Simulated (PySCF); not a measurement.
Atom-mapped SMILES (the numbers label the heavy atoms): `[CH3:1][CH2:2][SiH2:3][O:4][SiH:5]([SiH3:6])[SiH3:7]`. Each H is labelled by its parent atom.

- GFN2-xTB geometry
- NMR shieldings at PBE0/pcSseg-1/GIAO
- code: PySCF 2.14
- gas phase, averaged over atoms made equivalent by symmetry, fast rotation or ring inversion, single conformer, non-relativistic

δ = σ(ref) − σ, references computed at the same level: 13C, 1H, 29Si against TMS; 17O against H2O.

```json
{"atoms": "H(C1)", "nucleus": "1H", "count": "3", "δ (ppm)": "?"}
{"atoms": "Si3", "nucleus": "29Si", "count": "1", "δ (ppm)": "-20.4"}
{"atoms": "O4", "nucleus": "17O", "count": "1", "δ (ppm)": "1.0"}
{"atoms": "Si5", "nucleus": "29Si", "count": "1", "δ (ppm)": "-14.2"}
{"atoms": "H(Si6)/H(Si7)", "nucleus": "1H", "count": "6", "δ (ppm)": "3.53"}
{"atoms": "C1", "nucleus": "13C", "count": "1", "δ (ppm)": "?"}
{"atoms": "H(Si3)", "nucleus": "1H", "count": "2", "δ (ppm)": "4.88"}
{"atoms": "H(C2)", "nucleus": "1H", "count": "2", "δ (ppm)": "0.98"}
{"atoms": "Si6/Si7", "nucleus": "29Si", "count": "2", "δ (ppm)": "-116.5"}
{"atoms": "C2", "nucleus": "13C", "count": "1", "δ (ppm)": "?"}
{"atoms": "H(Si5)", "nucleus": "1H", "count": "1", "δ (ppm)": "6.27"}
```

Question: Estimate the values marked ?.

Answer: 
- C2: 11.9 ppm, sp3 CH2 bonded to Si; an electropositive neighbour leaves it electron-rich and shielded
- C1: 6.2 ppm, methyl carbon; aliphatic region, no heteroatom directly attached
- H(C1): 0.91 ppm, hydrogen on a methyl carbon

Shifts are as computed. Against solution values, carbons near 30 ppm lie about +3 ppm off and those near 130 ppm about +5 ppm. Of 1309 compounds with measured shifts, 239 miss one by over three times the rms of a fit or turn the order of signals round; such compounds aren't used in these exercises. Experimental scales use liquid or dissolved standards, which lie at an offset from isolated H2O (liquid H2O: subtract about 36 ppm).
